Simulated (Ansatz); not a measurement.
`[SiH3]CI`, relaxed with RKS PBE-D4/def2-SVP in Ansatz 0.2.0 from a rough embedded geometry. The force threshold is 0.03 eV/Å; the program also tests the step.

Charge 0, multiplicity 1. I takes the def2 core potential.

Start:

```xyz
8

Si    0.598   -0.444   -0.439
C    -0.709    0.300    0.523
I    -0.639    2.381    0.151
H     0.432   -0.256   -1.850
H     0.619   -1.967   -0.241
H     1.994    0.000   -0.032
H    -0.594    0.098    1.618
H    -1.700   -0.113    0.270
```

```
step  energy (eV)  largest force (eV/Å)  largest move (Å)
   1  -17087.1884                 2.647             0.000
   2  -17087.4118                 1.374             0.174
   3  -17087.4589                 0.405             0.035
   4  -17087.4625                 0.073             0.012
   5  -17087.4631                 0.009             0.010
```

End:

```xyz
8

Si    0.666   -0.534   -0.467
C    -0.714    0.292    0.542
I    -0.722    2.450    0.227
H     0.456   -0.272   -1.930
H     0.621   -2.020   -0.215
H     2.001    0.002   -0.038
H    -0.587    0.144    1.631
H    -1.721   -0.062    0.249
```

It took 13 s on 2 threads of an Intel Xeon Platinum 8259CL on a shared host, with 0.14 GiB of host memory at the peak.
